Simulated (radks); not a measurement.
The numbers below are computed, except where a source is named.
These are the eigenvalues of the occupied orbitals of an atom or ion with whole-number occupations (hartree). Code: a radial shooting solver on a logarithmic mesh with Libxc functionals. Model: Dirac Kohn-Sham, PBE, spin-unpolarised, spherical densities, point nucleus.

| orbital | eigenvalue |
|---|---|
| 1s1/2 | -3142.379 |
| 2s1/2 | -559.5442 |
| 2p1/2 | -537.0384 |
| 2p3/2 | -461.1135 |
| 3s1/2 | -134.0414 |
| 3p1/2 | -123.9149 |
| 3p3/2 | -107.0351 |
| 3d3/2 | -90.36980 |
| 3d5/2 | -86.76601 |
| 4s1/2 | -30.42655 |
| 4p1/2 | -26.06701 |
| 4p3/2 | -21.96327 |
| 4d3/2 | -14.86109 |
| 4d5/2 | -14.09566 |
| 5s1/2 | -5.45839 |
| 4f5/2 | -4.92891 |
| 4f7/2 | -4.75991 |
| 5p1/2 | -3.99740 |
| 5p3/2 | -3.25478 |
| 5d3/2 | -1.26818 |
| 5d5/2 | -1.18540 |
| 6s1/2 | -0.93222 |

Which element is it, and in what charge state? The configuration may be excited. Open shells, if any, fill j = l - 1/2 first.

Answer. Z = 81, thallium, charge +2: Tl2+ in [Xe] 4f14 5d10 6s1. The list shows which subshells hold electrons but not how many an open one holds; the 1s level, -3142.4 hartree, gives Z - s = 79.3 by -(Z - s)^2/2, which with screening and relativity narrows Z to a few neighbours, and the depths of the outer levels then fix element, charge and occupations together.
